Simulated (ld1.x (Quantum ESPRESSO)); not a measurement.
Tc, TM semilocal: configuration errors across variants

ld1.x (Quantum ESPRESSO) 7.5 input, shortened:

```
&input
   title='Tc', zed=43., rel=1, dft='PW91', iswitch=3,
   config='[Kr] 4d5 5s2 5p0'
 /
 &inputp
   pseudotype=1, tm=.true., lloc=2,
   nlcc=.true., new_core_ps=.true., rcore=1.70
 /
3
5S  1  0   2.00   0.00  2.45  2.45  0.0
5P  2  1   0.00   0.00  4.00  4.00  0.0
4D  3  2   5.00   0.00  1.80  1.80  0.0
 &test
   configts(1)='4d5 5s2 5p0'
 /
```

All-electron excitation energies from the reference (eV): (1) 4d5 5s1 5p0 8.217; (2) 4d5 5s0 5p0 23.134; (3) 4d4 5s0 5p0 51.909; (4) 4d5 5s1.5 5p0 3.313; (5) 4d5 5s0 5p2 7.765; (6) 4d6 5s1 5p0 -0.932; (7) 4d3 5s0 5p0 94.017.

A semilocal file is local in each channel, so a ghost entry of none says nothing of the separable form that plane-wave codes build from it.

2 further variants failed, have other tests or another functional or relativity, and are left out.

Errors AE − PS in meV (a dash: test not solved or not reliable):

| change | (1) | (2) | (3) | (4) | (5) | (6) | (7) | bound ghosts |
| --- | --- | --- | --- | --- | --- | --- | --- | --- |
| base | -8.0 | -46 | -118 | -1.9 | +1.5 | -77 | -615 | none |
| wave 5s (bound): rc 2.45 bohr becomes 5s (bound): rc 2.46 bohr | -8.0 | -46 | -118 | -1.9 | +1.5 | -77 | -615 | none |
| wave 5p (bound): rc 4.00 bohr becomes 5p (bound): rc 3.46 bohr | -8.0 | -46 | -118 | -1.9 | -9.4 | -77 | -615 | none |
| core correction Bessel-smoothed model core inside 1.08 bohr | -8.0 | -46 | -118 | -1.9 | +1.5 | -77 | -616 | none |
| wave 4d (bound): rc 1.80 bohr becomes 4d (bound): rc 1.82 bohr | -8.0 | -46 | -118 | -1.9 | +1.5 | -77 | -615 | none |

Question: Give the same row for: all radii but the core radius scaled by about 1.07 (s 2.62, p 4.30, d 1.94 bohr).

Answer: -8.2, -46, -115, -1.9, +10, -80, -602; bound ghosts: none.
